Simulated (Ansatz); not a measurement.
Dissociation curve of GaB, lowest singlet found (which spin is the ground state isn't settled by this scan).

Computed with: RMP2 = MP2 on RHF/aug-cc-pVDZ, cores with 3d frozen in Ansatz (an electronic-structure program); RHF/aug-cc-pVDZ (Ansatz); RCCSDT(Q) = Ansatz with CCSDT(Q) on RHF/aug-cc-pVDZ, cores with 3d frozen.

Total energies in hartree (comparable only within one method and basis):

```tsv
R / Å	RMP2	RHF	RCCSDT(Q)
2.34	-1947.81822	-1947.72638	-1947.86519
2.45	-1947.82006	-1947.72752	-1947.86654
2.58	-1947.81965	-1947.72625	-1947.86633
2.79	-1947.81540	-1947.72051	-1947.86329
3.02	-1947.80807	-1947.71145	-1947.85810
3.30	-1947.79779	-1947.69893	-1947.85122
3.65	-1947.78509	-1947.68316	-1947.84363
4.04	-1947.77270	-1947.66695	-1947.83749
4.50	-1947.76130	-1947.65038	—
5.16	-1947.75114	-1947.63139	—
```

Dashes: no converged value, or the column stops at the first point that the program doubted or that broke a chosen test of continuity, which isn't proof of a fault.

The scan ran from 1.49 to 6.98 Å; beyond the distances shown full CI changes its symmetry label. The restricted form behind RMP2, RHF keeps the bonding electrons paired and can't separate into open-shell fragments. The T1 diagnostic of CCSD on the restricted reference of RMP2, RCCSDT(Q) exceeds 0.045 at 4.04 to 5.16 Å.
